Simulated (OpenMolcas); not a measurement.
Nb3+: effect of the metal basis

Nb3+ with its 6 nearest bromide ions at 2.677 Å, on the Y site of Cs2NaYBr6 (a = 11.3047 Å, distance in the model lattice 2.765 Å). The rest of the host is ab initio model potentials to 7.6 Å and point charges beyond; the distance is set by hand and nothing relaxes.

```yaml
Program: OpenMolcas
Method: CASSCF
Spin-orbit_coupling: RASSI with atomic mean-field integrals over the reference wave functions
```

Fixed: ligand basis ANO-RCC-VDZP, active space 2 electrons in 5 orbitals (4d), DKH2 Hamiltonian.

States (labels of O, the rotations of Oh). Energies in cm-1 above the lowest state or level, χT in cm3 K/mol; under a threefold ground state the first gap can be a small split of the lowest multiplet, not the spin-orbit step; 10Dq and B are least-squares fits to the states below 45000 cm-1, weighted by degeneracy, with a free offset, and given where the rms deviation is under 5 % of |10Dq| (or 100 cm-1) and under 700 cm-1.

```tsv
Run	Metal basis	Ground state	First state of that spin	10Dq	B (rms of fit)	First gap with spin-orbit (degeneracies)	χT at 300 K	First state of another spin	Cost
A	ANO-RCC-VDZP	3T1	3T2 15420	16327	602 (245)	21.8 (2, 3)	0.465	1T2 9121	roughly 90 core-seconds
B	ANO-RCC-VTZP	3T1	3T2 15006	15938	606 (215)	22.3 (2, 3)	0.465	1T2 9098	roughly 110 core-seconds
```

Against A, |10Dq| changes by -2.4 % in B.

Costs are those of the RASSCF and RASSI steps.

An orbital triplet at a regular site is open to Jahn-Teller coupling, which can distort the site and quench the lowest spin-orbit gaps and is left out. Without dynamic correlation the repulsion within the d shell is too large (B by tens of per cent), so at a given field states of lower spin stand too high. The least metal-like active orbital is 78 % on the metal (Löwdin) and no ligand orbital is active, so the numbers are rough. With metal d orbitals alone the field can be off either way by tens of per cent. Ligand-to-metal charge-transfer states are missing. With no ligand orbital active B as a rule stays too high, so bands that hang on it stand too high and its fall with covalency is understated. No measured value stands beside these numbers; the geometry was set by hand and not optimised.
